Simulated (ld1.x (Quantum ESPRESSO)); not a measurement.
PBE PAW dataset for Ta, scalar-relativistic all-electron reference.

ld1.x (Quantum ESPRESSO) 7.5 input, shortened:

```
&input
   title='Ta', zed=73., rel=1, dft='PBE', iswitch=3,
   config='[Xe] 4f14 5d3 6s1.75 6p0.25'
 /
 &inputp
   pseudotype=3, lpaw=.true., tm=.true., lloc=-1, rcloc=2.05,
   nlcc=.false.,
   which_augfun='BG', rmatch_augfun=2.50
 /
6
6S  1  0   1.75   0.00  2.20  2.65  0.0
6S  1  0   0.00   0.30  2.20  2.65  0.0
6P  2  1   0.25   0.00  3.85  4.50  0.0
6P  2  1   0.00   4.40  3.85  4.50  0.0
5D  3  2   3.00   0.00  2.30  2.55  0.0
5D  3  2   0.00   3.85  2.30  2.55  0.0
 &test
   configts(1)='5d3 6s1.75 6p0.25'
 /
```

All-electron outer shells of the reference configuration (PBE, scalar-relativistic, ld1.x):

```json
{"shell": "5p", "level (eV)": "-39.80", "outermost node (bohr)": "0.58", "outermost maximum (bohr)": "1.13"}
{"shell": "4f", "level (eV)": "-25.10", "outermost node (bohr)": "–", "outermost maximum (bohr)": "0.44"}
{"shell": "6s", "level (eV)": "-5.70", "outermost node (bohr)": "1.32", "outermost maximum (bohr)": "2.74"}
{"shell": "5d", "level (eV)": "-3.93", "outermost node (bohr)": "0.65", "outermost maximum (bohr)": "1.58"}
{"shell": "6p", "level (eV)": "-1.59", "outermost node (bohr)": "1.59", "outermost maximum (bohr)": "3.85"}
```

Question: Estimate the cutoffs (Ry, on a coarse ladder) from which the occupation-weighted sum of valence levels, in a spherical-Bessel basis at the reference potential, stays within 10 and 1 mRy of its value at 400 Ry.

Answer: 15 Ry and 18 Ry.

Question: What does a ghost test show?

Answer: Ghost state, extra bound levels that the all-electron valence spectrum of the same l lacks: s at -31.3 eV. A true bound ghost makes a file unfit for plane-wave use.

Question: Is the overlap operator S = 1 + Σ q|β⟩⟨β| positive definite (Bessel basis up to 400 Ry)?

Answer: Yes: its lowest eigenvalue is 0.12 (p channel).

Question: Which valence shell sets the plane-wave cutoff?

Answer: 5d: its level needs 18 Ry to come within 1 mRy, against 6 Ry for 6s.

Question: Tests: 5d3 6s2 6p0; 5d3 6s1 6p0; 5d3 6s0 6p0; 5d3 6s1 6p1; 5d3 6s0 6p2; 5d4 6s0 6p0; 5d2 6s2 6p1. Which has the largest error in its energy relative to the reference configuration, and how large is it?

Answer: 5d4 6s0 6p0, with -41 meV (all-electron minus pseudo) on +8.88 eV.
